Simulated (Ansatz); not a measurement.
Ansatz (a first-principles code) input (MP2/def2-TZVP):

Ansatz 0.2 input:
```yaml
crystal:
  periodic: [false, false, false]
  atoms:
    - {symbol: Pb, position_ang: [-0.00000000, -0.00000000, -1.05929191]}
    - {symbol: I, position_ang: [0.00000000, 0.00000000, 1.63890446]}
basis:
  gaussian:
    orbitals: def2-TZVP
total_charge: 1
magnetization: {spin_polarized: false}
correlation: {method: mp2, electrons: outside_noble_gas}
relax: {f_tol: 0.003, max_steps: 100}
```

End of the output:

```
these checks for a lower state are left out or cut short: cluster_reference
integrals: 0.06 GiB planned
1022 factors; integrals over basis functions are off by at most 3.0e-4 eV
mean field: 0.28 GiB planned
mean field -13287.93246009 eV, -488.3225110241 hartree, gradient 3.0e-6 eV, S^2 0.000000; 1 other end points of the search recorded, 0 dependent functions left out
18 core orbitals not correlated
reference -13287.93246009 eV, -488.3225110241 hartree; 5, 5 occupied and 77, 77 virtual orbitals, 1022 factors
densities: 0.22 GiB planned
second order -5.01418786 eV of doubles, -0.00000000 eV of singles
the calculation of the forces begins
Total energy: -13292.94664795 eV, -488.5067790293 hartree
Atom 0 at     0.000000     0.000000    -1.055209 Å, force     0.000000    -0.000000     0.001187 eV/Å
Atom 1 at    -0.000000    -0.000000     1.634822 Å, force    -0.000000     0.000000    -0.001187 eV/Å
Dipole moment:    -0.000000     0.000000    -0.791404 e Å
Checks for a lower state left out: cluster_reference
```
